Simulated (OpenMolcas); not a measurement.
**Cl+: effect of the basis set**

| Quantity | Value |
| --- | --- |
| Program | OpenMolcas 26.06 |
| Method | RASSCF |
| Active space | 6 electrons in 9 orbitals (RAS2 3s 3p; RAS3 3d, at most 2 electrons) |
| State averaging | 2S+1 = 3 even, 3 roots; 2S+1 = 1 even, 6 roots; 2S+1 = 3 odd, 3 roots; 2S+1 = 1 odd, 3 roots |
| Spin-orbit coupling | state interaction with AMFI integrals over the reference wave functions, term energies averaged over their components |

A. ANO-RCC-VTZP [5s4p2d1f], DKH2, point nucleus; cost about 17 core-seconds
B. ANO-R2 [5s4p3d1f], X2C, finite nucleus; cost of the order of 24 core-seconds
C. ANO-RCC-VQZP [6s5p3d2f1g], DKH2, point nucleus; cost of the order of 26 core-seconds
D. ANO-RCC [8s7p5d4f2g], DKH2, point nucleus; cost about 30 core-seconds

Energies in cm⁻¹ above 3s² 3p⁴ ³P₂, the measured ground level; measured values from NIST Handbook of Basic Atomic Spectroscopic Data.

```csv
Level,A,B,C,D,Measured
3s² 3p⁴ ³P₂,0.0,0.0,0.0,0.0,0.0
3s² 3p⁴ ³P₁,628,623,624,625,696
3s² 3p⁴ ³P₀,910,902,903,906,996
3s² 3p⁴ ¹D₂,13450,13418,13463,13459,11654
3s² 3p⁴ ¹S₀,29502,29425,29516,29508,27878
3s 3p⁵ ³P°₂,95166,94794,95007,94484,93368
3s 3p⁵ ³P°₁,95742,95365,95580,95057,94000
3s 3p⁵ ³P°₀,96037,95657,95872,95349,94334
```

Deviations, from unrounded energies. A percentage is the sum of absolute deviations over the sum of measured energies, with the sign that they share, or ± where signs differ.

| Against measurement | Levels | A | B | C | D |
| --- | --- | --- | --- | --- | --- |
| mean absolute deviation (cm-1) | 7 | 1300 | 1100 | 1200 | 970 |
| fine structure of the ground term (%) | 2 | -9.2 | -9.9 | -9.8 | -9.5 |
| other terms of the ground configuration (%) | 2 | +8.7 | +8.4 | +8.7 | +8.7 |
| other configurations (%) | 3 | +1.9 | +1.5 | +1.7 | +1.1 |

D lies closest to measurement on these levels and A furthest from it. The largest miss of D in the table is 3s² 3p⁴ ¹D₂, by +1800 cm-1. The ranking rests on the paired levels alone, and a cruder setting can come out closer through cancelling errors.

Among A to D the level of the table that moves most is 3s 3p⁵ ³P°₀, by 690 cm-1 (lowest in D, highest in A).

Without dynamic correlation excited terms often stand tens of per cent too high (terms of higher spin than the ground term too low), and those without a measured partner can miss by more than the paired ones. Some terms mix strongly with configurations of 3d, whose occupation reaches 0.27 (3s 3p⁵ ³P°) (figures for A; the like holds for B, C, D). The run also gave levels led by 3s² 3p³ 3d, which use shells meant for correlation; these and all levels above them are left out (holds for A; C; D). Active for correlation alone: 3d; no level in the range computed is led by a configuration that fills it, so any true level of that kind is missing (holds for B). Measured partners are found by configuration, term and J. A level has none where our copy of the source lacks it or the pairing is in doubt (some pairs that miss far off the trend of their configuration count as doubtful), and it then counts in no deviation. Only configurations of the active space appear. Levels that lie high or do not pair safely by name in every column are left out.

° marks odd parity.
